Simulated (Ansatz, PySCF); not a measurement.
C3H7FOSi, SMILES C=CC[Si@H](O)F.

The structure is a stationary point at ωB97X-D3(BJ)/def2-SVP. The structure was generated by enumeration; whether it is a known compound was not checked. One conformer was computed; it need not be the lowest.

Vertical ionisation energy (IE) and electron affinity (EA) in eV. Rows of orbital energies are one-electron estimates. Where ΔSCF, EOM or ADC give a negative EA the extra electron is unbound and the value depends on the basis.

```tsv
level	IE	EA
−ε(HOMO), −ε(LUMO), M06-2X/def2-TZVP (PySCF)	8.46	-0.79
−ε(HOMO), −ε(LUMO), PBE/def2-TZVP (PySCF)	6.17	1.05
ΔSCF, PBE0/def2-SVPD (Ansatz), final states of multiplicity 2 and 2	9.44	-1.24
ΔSCF, PBE/def2-SVPD (Ansatz), final states of multiplicity 2 and 2	9.29	-0.97
```

### Question
What vertical singlet–triplet gap does ΔSCF give with PBE0/def2-SVPD (Ansatz, a first-principles code) and with PBE/def2-SVPD (Ansatz)? (The exact figures need the calculation; the answer reports its results.)

### Answer
4.09 and 4.21 eV (triplet above singlet where positive).
